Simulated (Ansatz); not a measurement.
Mo(NH)2Cl2 (MoN₂Cl₂H₂). The state is a singlet with charge 0. Geometry PBE-D4/def2-SVP.

```xyz
7

Mo   -0.039    0.344    0.348
N     1.311   -0.720    0.128
H     1.818   -1.478   -0.345
N    -1.231   -0.002   -0.861
H    -1.594   -0.516   -1.673
Cl    0.701    2.489    0.008
Cl   -0.966   -0.118    2.395
```

In the def2 sets Mo takes a core potential; there is no spin–orbit coupling. At HF/def2-TZVP the restricted singlet is unstable: a solution with broken spin symmetry lies lower. The restricted singlet is unstable towards broken spin symmetry in Hartree–Fock (as tested in another run); at PBE-D4/def2-TZVP, BLYP-D4/def2-TZVP, PBE0-D4/def2-SVP, r2SCAN0-D4/def2-TZVP this wasn't settled.

(1) Estimate the orbital energies around the gap (eV) in Ansatz with HF/def2-TZVP, PBE-D4/def2-TZVP, BLYP-D4/def2-TZVP, PBE0-D4/def2-SVP, r2SCAN0-D4/def2-TZVP.

## Answers

(1) 
| orbital | HF/def2-TZVP | PBE-D4/def2-TZVP | BLYP-D4/def2-TZVP | PBE0-D4/def2-SVP | r2SCAN0-D4/def2-TZVP |
| --- | --- | --- | --- | --- | --- |
| HOMO−9 | -14.78 | -9.79 | -9.60 | -11.27 | -11.58 |
| HOMO−8 | -14.57 | -9.76 | -9.56 | -11.16 | -11.46 |
| HOMO−7 | -14.56 | -9.43 | -9.24 | -10.97 | -11.25 |
| HOMO−6 | -14.26 | -9.22 | -9.04 | -10.74 | -11.00 |
| HOMO−5 | -13.34 | -8.35 | -8.18 | -9.75 | -10.07 |
| HOMO−4 | -12.79 | -8.24 | -8.07 | -9.54 | -9.84 |
| HOMO−3 | -12.68 | -7.96 | -7.80 | -9.30 | -9.60 |
| HOMO−2 | -11.76 | -7.38 | -7.21 | -8.60 | -8.92 |
| HOMO−1 | -11.61 | -7.35 | -7.18 | -8.60 | -8.88 |
| HOMO | -11.53 | -7.07 | -6.91 | -8.34 | -8.63 |
| LUMO | 0.46 | -3.59 | -3.48 | -2.78 | -2.91 |
| LUMO+1 | 1.25 | -2.91 | -2.79 | -1.99 | -2.17 |
| LUMO+2 | 1.56 | -2.64 | -2.53 | -1.79 | -1.87 |
| LUMO+3 | 1.69 | -2.51 | -2.41 | -1.62 | -1.70 |
| LUMO+4 | 2.11 | -1.29 | -1.22 | -0.32 | -0.42 |
| LUMO+5 | 2.53 | -0.52 | -0.54 | 0.30 | 0.50 |
